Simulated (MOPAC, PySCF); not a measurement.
H5B3O, SMILES `BB(B)O`, neutral singlet in the gas phase. 

Z-matrix (Å, degrees):
```
B
O 1 1.3774
H 2 0.9630 1 113.72
B 1 1.6742 2 126.61 3 -0.02
H 4 1.1992 1 122.00 2 92.78
H 4 1.1992 5 115.82 1 -174.86
B 1 1.6807 2 119.10 3 179.99
H 7 1.1987 1 121.84 2 92.57
H 7 1.1987 8 116.18 1 -175.25
```
Charge 0, multiplicity 1.

All levels are single points at this geometry (r2SCAN-D4/def2-TZVP); Pople sets use spherical d functions. Orbital energies aren't observables, and empty levels follow the basis.

```csv
level,HOMO (eV),LUMO (eV),gap (eV),dipole (D),"vertical IE, Delta-SCF (eV)"
r2SCAN-D4/def2-TZVP in PySCF,-6.26,-3.36,2.90,1.47,9.36
B3LYP/3-21G in PySCF,-6.92,-2.69,4.23,1.75,–
B3LYP/6-311+G** in PySCF,-7.17,-2.97,4.20,1.50,–
B3LYP/6-31G* in PySCF,-6.83,-2.52,4.31,1.58,9.40
BP86/6-31G* in PySCF,-5.84,-3.39,2.45,1.61,–
M06-2X/6-31G* in PySCF,-8.29,-1.41,6.88,1.59,–
PBE/6-31G* in PySCF,-5.73,-3.33,2.40,1.60,9.12
SVWN5/6-31G* in PySCF,-5.78,-3.62,2.17,1.62,9.24
HF/3-21G in PySCF,-10.35,1.12,11.47,1.78,–
HF/6-31G* in PySCF,-10.29,1.38,11.67,1.62,8.98
HF/STO-3G in PySCF,-8.56,5.70,14.27,1.46,–
PM3 in MOPAC,-11.02,-0.50,10.52,1.21,–
PM7 in MOPAC,-9.60,-0.88,8.72,1.35,–
```
